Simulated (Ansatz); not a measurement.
```yaml
crystal:
  periodic: [false, false, false]
  atoms:
    - {symbol: O, position_ang: [-1.598342, -0.072525, -0.491534]}
    - {symbol: Si, position_ang: [-0.203671, 0.570134, 0.093301]}
    - {symbol: Te, position_ang: [1.236499, -1.090078, 1.282244]}
    - {symbol: H, position_ang: [-1.540906, -0.919045, -0.937821]}
    - {symbol: H, position_ang: [0.635298, 1.155771, -0.982327]}
    - {symbol: H, position_ang: [-0.621964, 1.598412, 1.069844]}
    - {symbol: H, position_ang: [2.154484, -1.310669, -0.079406]}
basis:
  gaussian: {orbitals: STO-3G}
hamiltonian: {xc: {name: BHLYP}}
output: {forces: true}
```

```sh
$ ansatz run in.yaml --threads 2 --pin off --events-out ev --progress --plain --max-ram 4352MiB
```

It prints (some lines left out):

```
Functional definition: BHLYP
508 factors; integrals over basis functions are off by at most 3.5e-5 eV
mean field evaluation 1: about -188086.6010 eV, gradient 2.4e1 eV
mean field evaluation 2: about -188087.9896 eV, gradient 1.6e1 eV
mean field evaluation 4: about -188088.7596 eV, gradient 2.9e-1 eV
mean field evaluation 8: about -188088.7613 eV, gradient 9.9e-4 eV
mean field -188088.76128921 eV, -6912.1344862370 hartree, gradient 2.3e-5 eV, S^2 0.000000; 0 other end points of the search recorded, 0 dependent functions left out
reference -188088.76140965 eV, -6912.1344906631 hartree; 39, 39 occupied and 6, 6 virtual orbitals, 508 factors
Total energy: -188088.76140965 eV, -6912.1344906631 hartree
Atom 0 at    -1.598342    -0.072525    -0.491534 Å, force    -1.696194     2.025904     0.828701 eV/Å
Atom 1 at    -0.203671     0.570134     0.093301 Å, force     1.156073     1.136509     0.353199 eV/Å
Atom 2 at     1.236499    -1.090078     1.282244 Å, force     0.430603    -0.081347    -0.548556 eV/Å
Atom 3 at    -1.540906    -0.919045    -0.937821 Å, force     0.720971    -1.985431    -1.058486 eV/Å
Atom 4 at     0.635298     1.155771    -0.982327 Å, force    -0.661640    -0.371631     0.809565 eV/Å
Atom 5 at    -0.621964     1.598412     1.069844 Å, force     0.293494    -0.713210    -0.921515 eV/Å
Atom 6 at     2.154484    -1.310669    -0.079406 Å, force    -0.243307    -0.010793     0.537090 eV/Å
Dipole moment:     0.010839     0.080198    -0.476012 e Å
```

Run time 1 s (2 threads of an Arm Neoverse V1 on a shared host); peak host memory 0.35 GiB.
